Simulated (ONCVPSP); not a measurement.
## Sc (Z = 21), ONCV: configuration errors across variants

- Element: scandium
- Generator: ONCVPSP 4.0.1
- Type: optimised norm-conserving Vanderbilt (ONCV)
- Functional: LDA (Perdew-Wang 92)
- Relativity: fully relativistic
- Frozen core: [Ar]
- Valence charge: 3
- Reference configuration: 3d1 4s2
- Partial waves: 4s: rc 3.40 bohr, ncon 4, nbas 7, qcut 2 1/bohr, 2 projectors, debl 2.5 Ha; p scattering state at 0.03 Ha: rc 2.70 bohr, ncon 5, nbas 10, qcut 3.3 1/bohr, 2 projectors, debl 1.7 Ha; 3d: rc 2.05 bohr, ncon 4, nbas 8, qcut 7.7 1/bohr, 3 projectors, debl 1.4 Ha
- Local potential: polynomial inside 1.80 bohr (lpopt 2, dvloc0 0 Ha)
- Core correction: Teter function, fcfact 1.75, rcfact 1

Open shells are filled in proportion to 2j + 1.

In the p channel the program set the typed energies aside and used 0.050, 1.750 Ha (j = l + 1/2; the other j can differ).

All-electron excitation energies from the reference (eV): (1) 3d1 4s1 7.061; (2) 3d1 4s0 20.016; (3) 3d1 4s1.5 2.821; (4) 3d1.5 4s1.5 0.646.

2 further variants failed, have other tests or too few solved ones, and are left out.

A true bound ghost makes a file unfit for plane-wave use even where its test errors are small: the radial tests pick states by their node count and pass the ghost by.

Errors AE − PS in meV (a dash: test not solved or not reliable):

```json
{"change": "base", "(1)": "+15", "(2)": "+134", "(3)": "+2.6", "(4)": "+12", "bound ghosts": "p3/2, p1/2", "GHOST(+) flags above zero": "s"}
{"change": "p: rc 2.4", "(1)": "+15", "(2)": "+134", "(3)": "+2.6", "(4)": "+12", "bound ghosts": "p3/2, p1/2", "GHOST(+) flags above zero": "s"}
{"change": "p: rc 2.58", "(1)": "+15", "(2)": "+134", "(3)": "+2.6", "(4)": "+12", "bound ghosts": "p3/2, p1/2", "GHOST(+) flags above zero": "s"}
{"change": "p: rc 3.2", "(1)": "+15", "(2)": "+134", "(3)": "+2.6", "(4)": "+12", "bound ghosts": "none", "GHOST(+) flags above zero": "s, p3/2, p1/2"}
{"change": "p: rc 3.42", "(1)": "+15", "(2)": "+134", "(3)": "+2.6", "(4)": "+12", "bound ghosts": "none", "GHOST(+) flags above zero": "s"}
{"change": "p: rc 3.6", "(1)": "+15", "(2)": "+134", "(3)": "+2.6", "(4)": "+12", "bound ghosts": "none", "GHOST(+) flags above zero": "s, p3/2, p1/2"}
{"change": "p: rc 3.88", "(1)": "+15", "(2)": "+134", "(3)": "+2.6", "(4)": "+12", "bound ghosts": "none", "GHOST(+) flags above zero": "s"}
```

Problem. Give the same row for: p: rc 2.84.

Solution. +15, +134, +2.6, +12; bound ghosts: none; GHOST(+) flags above zero: s, p3/2, p1/2.
